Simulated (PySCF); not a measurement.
Dipole response of Mn+ (manganese, charge +1)

[Ar] 3d5 4s1, high-spin 7S determinant. All numbers are calculated (PySCF 2.14, scalar relativity by spin-free X2C-1e, in aug-cc-pVDZ-DK (7s6p4d2f, 59 functions)). Coupled (time-dependent) response in atomic units; α is the mean over directions. A double-zeta set is small for polarisabilities.

| method | mean α (bohr³) | C₆ (like pair) | S(−4) |
| --- | --- | --- | --- |
| r2SCAN0 | 30.44 | 164.0 | 717.9 |

S(−4) is the Cauchy moment in α(ω) = α(0) + S(−4) ω² + …

α(iu) at r2SCAN0:

| u (hartree) | α(iu) (bohr³) |
| --- | --- |
| 0 | 30.44 |
| 0.0500 | 28.76 |
| 0.100 | 24.78 |
| 0.200 | 16.55 |
| 0.300 | 11.29 |
| 0.500 | 6.383 |
| 0.750 | 4.007 |
| 1.00 | 2.889 |
| 1.50 | 1.811 |
| 2.00 | 1.283 |
| 3.00 | 0.7598 |
| 5.00 | 0.3564 |

For an ion, C₆ is the dispersion term alone; charge-induced terms of lower order in 1/R come first.
